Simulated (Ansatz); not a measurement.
Computed with Ansatz on PBE0-D4/def2-TZVP structures; ΔE is electronic, products minus reactants. CBS: MP2 limit from def2 TZ/QZ plus the TZ coupled-cluster correction, frozen cores. This one scheme is used for every species, atoms too. Functionals use def2-TZVPP. B3LYP here is the variant with VWN-RPA as its local correlation; programs differ in this. Open shells (•) are unrestricted, without spin–orbit coupling. Spin–orbit coupling would lower the free atoms: a little for F. def2 core potentials past Kr. For In outer-core shells are correlated without core-valence functions, so the limit isn't a true one: a few kJ/mol of doubt a bond, and 10 to 20 or more in all where bonds break to atoms. Each species was taken in one conformer, which may not be the lowest.

Consider the hydrogen abstraction from the In–H bond: `[OH][InH][F]` + F• → `[OH][In][F]`• + H–F.

`[OH][InH][F]`:

Cartesian coordinates in Å:
```
O 0.093 -1.427 0.226
In -0.089 0.502 -0.108
F -1.799 0.745 -1.000
H 0.911 -1.666 0.668
H 0.885 1.846 0.214
```

`[OH][In][F]`•:

Cartesian coordinates in Å:
```
O 1.100 0.276 -0.090
In -0.856 -0.107 -0.311
F -1.751 -0.768 1.302
H 1.507 0.599 -0.900
```

H–F:

```xyz
2

F    -0.033   -0.004   -0.459
H     0.033    0.004    0.459
```

```
             level  ΔE (kJ/mol)
         r2SCAN-D4       -295.3
          B3LYP-D4       -296.7
           ωB97X-V       -274.9
               PBE       -320.8
     HF/def2-TZVPP       -181.9
SCS-MP2/def2-QZVPP       -292.2
   CCSD/def2-QZVPP       -276.4
      HF/CBS(def2)       -183.2
```

Q: What does CCSD(T)/CBS give? (Best estimate.)

A: Ansatz gave: -290.3 kJ/mol. The listed levels differ from it by -5.0, -6.4, 15.4, -30.5, 108.4, -1.9, 13.9, 107.1 kJ/mol.

Largest T1 diagnostic among the species: 0.021.

In def2-TZVPP, CCSD(T) changes the Hartree–Fock value by −95.8 kJ/mol (the triples alone add −7.7 kJ/mol) and MP2 by −124.1 kJ/mol. From PBE to PBE0 (25 % exact exchange), in def2-TZVPP and without D4, ΔE moves by +31.0 kJ/mol.

CCSD(T)/CBS has its own doubt, a few kJ/mol and more with outer-core shells, so smaller differences from it don't rank the levels.
